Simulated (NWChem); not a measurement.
bromine monochloride (BrCl); SMILES ClBr

Results from NWChem. This build's default masses of Se (78.918 u) and Br (79.917 u) are each other's, which moves their modes by up to 0.6 %. Each level has its own optimisation. Computed dipoles belong to the equilibrium geometry; the measured one is vibrationally averaged.

Measured dipole moment: 0.52 D (NIST CCCBDB, as tabulated in the package chemicals).

Q: Which of these levels lies farthest from the measured value, and how do the others fare: PBE/def2-TZVPP; PBE/def2-SVP; PBE/def2-TZVPD; PBE/def2-SVPD; PBE/def2-TZVP; PBE/STO-3G?

A: PBE/STO-3G.
```
level           dipole moment (D)  computed − measured
--------------  -----------------  -------------------
PBE/STO-3G                   1.12                +0.60
PBE/def2-SVP                 0.52                 0.00
PBE/def2-SVPD                0.53                +0.01
PBE/def2-TZVP                0.45                -0.07
PBE/def2-TZVPD               0.46                -0.06
PBE/def2-TZVPP               0.45                -0.07
```
